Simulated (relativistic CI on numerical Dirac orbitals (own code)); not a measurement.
## Ga¹⁴⁺: sensitivity of the levels to the model

Base calculation: Dirac-Coulomb-Breit CI, orbitals from a KLI potential per configuration, model QED (radiative potential, 1s self-energy scaled to tabulated hydrogen-like ionisation energies), unscaled Slater integrals.

CI space (outside the closed core [Ne]): 3s²3p⁵, 3s3p⁶, 3s²3p⁴3d, 3s3p⁵3d, 3p⁶3d, 3s3p⁴3d², 3s²3p⁴4s, 3s²3p³3d4p, 3p⁶4s, 3s²3p⁴4p, 3p⁶4p, 3s3p⁴3d4s, 3s²3p⁴4d, 3s3p⁵4s, 3s²3p⁴4f, 3s3p⁵4p, 3p⁵3d4p, 3s3p⁵4d, 3s²3p⁴5s, 3s3p⁵4f, 3s²3p⁴5p, 3s²3p⁴5d, 3s²3p³4s4p, 3s²3p⁴5f, 3s²3p⁴5g, 3s3p⁴4s², 3s3p⁵5s, 3s²3p⁴6s, 3s²3p⁴6p, 3s²3p³3d², 3s²3p²3d³, 3s3p³3d³, 3s²3p²3d²4s, 3s²3p²3d²4p, 3s²3p²3d²4d, 3p⁵3d², 3p⁴3d³, 3p⁴3d²4s, 3p⁴3d²4p, 3p⁴3d²4d, 3s²3p³3d4s, 3s3p³3d²4s, 3s²3p²3d4s², 3s²3p²3d4s4p, 3s²3p²3d4s4d, 3p⁵3d4s, 3p⁴3d4s², 3p⁴3d4s4p, 3p⁴3d4s4d, 3s²3p³4s², 3s3p³3d4s², 3s²3p²4s²4p, 3s²3p²4s²4d, 3s²3p³4p², 3s²3p²3d4p², 3s3p³3d4p², 3s²3p²4s4p², 3s²3p²4p³, 3s²3p²4p²4d. Double excitations out of closed p, d and f shells are left out; levels of such configurations are missing from the list, as are those of other unlisted configurations, and high levels can miss mixing partners. These lack a partner that the ground configuration has and come out too high: 3s²3p⁴4f, 3s3p⁵4p, 3s3p⁵4d, 3s²3p⁴5s, 3s3p⁵4f.

The lowest level and the first level of each name with at least 55 % of one term (blank where a level has no safe partner in the second run):

| Level | Base (cm⁻¹) | Shift (cm⁻¹) |
| --- | --- | --- |
| 3s²3p⁵ ²P°3/2 | 0 | 0 |
| 3s²3p⁵ ²P°1/2 | 40566 | +79 |
| 3s3p⁶ ²S1/2 | 417003 | +11563 |
| 3s²3p⁴3d ⁴D5/2 | 543743 | +6523 |
| 3s²3p⁴3d ⁴D7/2 | 545843 | +6705 |
| 3s²3p⁴3d ⁴D3/2 | 546252 | +6380 |
| 3s²3p⁴3d ⁴D1/2 | 551397 | +6487 |
| 3s²3p⁴3d ⁴F9/2 | 583448 | +1934 |
| 3s²3p⁴3d ²P1/2 | 591153 | +3122 |
| 3s²3p⁴3d ⁴F7/2 | 593793 | +1258 |
| 3s²3p⁴3d ⁴F5/2 | 606676 | +2126 |
| 3s²3p⁴3d ⁴P1/2 | 609856 | +275 |
| 3s²3p⁴3d ⁴P5/2 | 626235 | -140 |
| 3s²3p⁴3d ²G7/2 | 642858 | -867 |
| 3s²3p⁴3d ²G9/2 | 644638 | -575 |
| 3s²3p⁴3d ²F5/2 | 650474 | -1225 |
| 3s²3p⁴3d ²S1/2 | 758578 | -13594 |
| 3s3p⁵3d ⁴P°1/2 | 940446 | +15748 |
| 3s3p⁵3d ⁴P°3/2 | 946704 | +15648 |
| 3s3p⁵3d ⁴P°5/2 | 958435 | +15511 |
| 3s3p⁵3d ⁴F°9/2 | 986634 | +11262 |
| 3s3p⁵3d ⁴F°7/2 | 991186 | +11003 |

At this charge energies of transitions that change n are usually good to better than 1 %, and those within a shell (Δn = 0) to a few per cent.

Question: One thing was changed in a second run, which moved the levels as shown. Which?
A. Breit term removed
B. QED terms removed
C. valence Slater integrals scaled by 0.9
D. configuration mixing switched off

Answer: C. Valence Slater integrals scaled by 0.9. Scaling acts on the splittings between terms and on the mixing, and leaves the fine structure of pure LS terms nearly alone; in jj coupling it moves the levels of one term differently.

LS names give the leading component of a level, which can be under half, so a name can repeat, a term be missing and a line seem to break the LS rules.
